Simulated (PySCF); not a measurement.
# Electron correlation in F (fluorine, neutral)

[He] 2s2 2p5, 2P determinant. Computed with PySCF 2.14 in cc-pVTZ, with no relativity, point nucleus. Frozen: 1s2; 7 electrons correlated.

MP2 pair energies summed by pair of shells (mhartree):

```
 pair   energy  share (%)
2p-2p  -122.70       61.4
2s-2p   -67.09       33.6
2s-2s   -10.04        5.0
```

Total MP2 correlation energy: -199.84 mhartree.

Same-spin part -48.65 and opposite-spin part -151.19 mhartree; SCS-MP2 scales them by 1/3 and 6/5 to -197.64 mhartree.

```json
{"level": "CCSD", "correlation energy (mhartree)": "-211.25"}
{"level": "(T)", "correlation energy (mhartree)": "-3.59"}
{"level": "CCSD(T)", "correlation energy (mhartree)": "-214.84"}
```

Diagnostics: T1 = 0.0048, D1 = 0.0085, largest double amplitude 0.041.

Is a single reference adequate?

Yes: T1 lies below 0.03 and no double amplitude reaches 0.07.
